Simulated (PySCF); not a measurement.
# A small calculation by hand: oscillator strength and radiative lifetime

Si(F)2(H)(NCO) (CHF2NOSi), SMILES O=C=N[SiH](F)F.

Geometry optimised at B3LYP-D3(BJ)/def2-SVP. This is a generated structure with no PubChem entry under its InChIKey; it may be hypothetical. One conformer was computed; it need not be the lowest.

TDA-PBE/def2-SVPD (PySCF) puts the first singlet state with f over 0.02 at 8.34 eV (vertical), with the transition dipole (-1.366, -0.138, 0.000) in atomic units.

### Question
Find the oscillator strength, the wavelength and the radiative lifetime that this transition would have in vacuum if emission retraced absorption.

### Answer

|μ|² = 1.8850 au, so |μ| = 3.49 D. ΔE = 8.34/27.211 = 0.3065 hartree. f = (2/3) ΔE |μ|² = 0.385 (the program prints 0.385).
λ = 1239.84/8.34 = 149 nm; ν = 67267 cm⁻¹.
Einstein's coefficient A = 0.6670 ν² f s⁻¹ (ν in cm⁻¹) = 1.2e9 s⁻¹, so τ = 1/A = 0.86 ns. This state is S6; the lower singlets have f = 0.001, 0.000, 0.000, 0.007, 0.005. The figure is the radiative limit of this one transition; relaxation, internal conversion, crossing to triplets and a medium change what is measured.
